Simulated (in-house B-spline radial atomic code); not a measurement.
# Ionising neutral magnesium with different functionals

Computed with an all-electron radial atomic-structure program (B-spline basis): four-component Dirac-Coulomb Hamiltonian, Fermi nucleus of rms radius 3.057 fm, spin-restricted, spherical fractional occupations for the functionals. The ionisation energy is the difference of two self-consistent energies, [Ne] 3s2 → [Ne] 3s1, without Breit or QED terms; ε is the level of the shell that loses the electron (mean over j).

Hybrids are left out here: with spherical fractional occupations of an open shell their exact exchange keeps a self-interaction that integer-occupation calculations don't have.

| method | rung | ΔSCF (eV) | -ε(3s) (eV) |
| --- | --- | --- | --- |
| LDA VWN5 | LDA | ? | ? |
| relativistic LDA | LDA | 8.06 | 4.78 |
| LDA PW92 | LDA | 8.07 | 4.78 |
| LDA exchange-only | LDA | 7.11 | 3.87 |
| PBE | GGA | 7.96 | 4.71 |
| PBEsol | GGA | 7.92 | 4.68 |
| BLYP | GGA | ? | ? |
| RPBE | GGA | 7.91 | 4.68 |
| PW91 | GGA | 7.99 | 4.74 |
| BP86 | GGA | 8.08 | 4.82 |
| AM05 | GGA | 7.88 | 4.64 |
| OLYP | GGA | 7.71 | 4.49 |

Task: What does LDA VWN5 give?

Result: ΔSCF 8.07 eV, and -ε(3s) = 4.78 eV.

Task: What does BLYP give?

Result: ΔSCF 7.89 eV, and -ε(3s) = 4.57 eV.

Task: How do they compare with the NIST value?

Result: NIST lists 7.646 eV (measured, ground level to ground level). Errors run from -0.54 to +0.44 eV; OLYP is closest (+0.06 eV), but part of that can be cancellation, since the calculations leave out Breit-QED terms, spin polarisation, the near-degeneracy of s² and p².
